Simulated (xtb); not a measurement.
C4H3S (SMILES [c-]1ccsc1), charge -1, singlet, at a GFN2-xTB geometry. Base run: GFN0-xTB (xtb).

Input for xtb:
```
$ xtb mol.xyz --gfn 0 --chrg -1 --json

# file mol.xyz
8

S     -0.00537468    -0.04815724     1.21841919
C      0.01986202     1.30772605    -0.16320033
C     -0.01696070    -1.17565525    -0.08708173
C      0.01720962     0.81295480    -1.37105401
C     -0.00405720    -0.62093181    -1.32562868
H      0.03299419     2.30566269     0.24093354
H     -0.03341327    -2.22952851     0.16092592
H     -0.00990838    -1.25018105    -2.21477794
```

The base run was repeated with changes; each row names its change, and settings that it needs were set with it.

| change | ΔE vs base (mEh) | HOMO-LUMO gap (eV) |
|---|---|---|
| base | 0.000 | 3.25 |
| etemp = 1000 | 0.000 | 3.25 |
| etemp = 10 | 0.000 | 3.25 |
| acc = 30 | 0.000 | 3.25 |
| acc = 0.0001 | 0.000 | 3.25 |
